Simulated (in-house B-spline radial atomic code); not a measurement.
# OEP/ALDAx excitations of the argon ion Ar⁸⁺

Method: OEP/ALDAx. Computed with an all-electron radial atomic-structure program (B-spline basis): linear response of the closed shell [He] 2s2 2p6 with the adiabatic LDA exchange kernel on the exchange-only optimised effective potential; non-relativistic, point nucleus, no spin-orbit coupling, no double excitations, S, P, D and F terms only. Only terms of natural parity with L up to 3 were computed.

Command:
```bash
python run_td.py task.json out
```
Settings (radii: box in bohr, nucleus in fm):
```
Z                        18
electrons                10
configuration            [He] 2s2 2p6
hamiltonian              nr
method                   oep
box_radius               11.59
intervals                68
```

Cost of the run: 0.3 s on 1 thread of Arm Neoverse N1 (shared host).

The lowest states, in the order of their Tamm-Dancoff energies; the method's threshold (minus the highest occupied level) is 424.54 eV. Labels give the largest channel, * marks a mixed state, and oscillator strengths are full-response dipole values. Semilocal kernels can invert the small singlet-triplet splittings of Rydberg terms. Energies in eV:

```json
{"state": "2p → 3s 3P", "full response": "?", "Tamm-Dancoff": "?", "oscillator strength": "-"}
{"state": "2p → 3s 1P", "full response": "253.38", "Tamm-Dancoff": "253.42", "oscillator strength": "0.21"}
{"state": "2p → 3p 3S", "full response": "266.71", "Tamm-Dancoff": "266.76", "oscillator strength": "-"}
{"state": "2p → 3p 3D", "full response": "268.75", "Tamm-Dancoff": "268.76", "oscillator strength": "-"}
{"state": "2p → 3p 1D", "full response": "270.25", "Tamm-Dancoff": "270.25", "oscillator strength": "-"}
{"state": "2p → 3p 1S", "full response": "280.07", "Tamm-Dancoff": "280.74", "oscillator strength": "-"}
{"state": "2p → 3d 3P", "full response": "290.09", "Tamm-Dancoff": "290.11", "oscillator strength": "-"}
{"state": "2p → 3d 3F", "full response": "?", "Tamm-Dancoff": "?", "oscillator strength": "-"}
{"state": "2p → 3d 1F", "full response": "292.24", "Tamm-Dancoff": "292.24", "oscillator strength": "-"}
{"state": "2p → 3d 1P", "full response": "297.48", "Tamm-Dancoff": "297.71", "oscillator strength": "2.01"}
```

**Question.** Where does 2p → 3d 3F lie?

**Answer.** At 290.86 eV in full response, 290.88 eV in Tamm-Dancoff.

**Question.** Where does 2p → 3s 3P lie?

**Answer.** At 251.54 eV in full response, 251.56 eV in Tamm-Dancoff.

**Question.** How large is the singlet-triplet splitting of 2p → 3s (P terms) in Tamm-Dancoff?

**Answer.** 1.86 eV, from the unrounded values.

**Question.** What polarisabilities and dispersion coefficient does the method give?

**Answer.** Dipole 0.03751 bohr³, quadrupole 0.01101 bohr⁵, C6 0.01386 hartree·bohr⁶ for two such species.
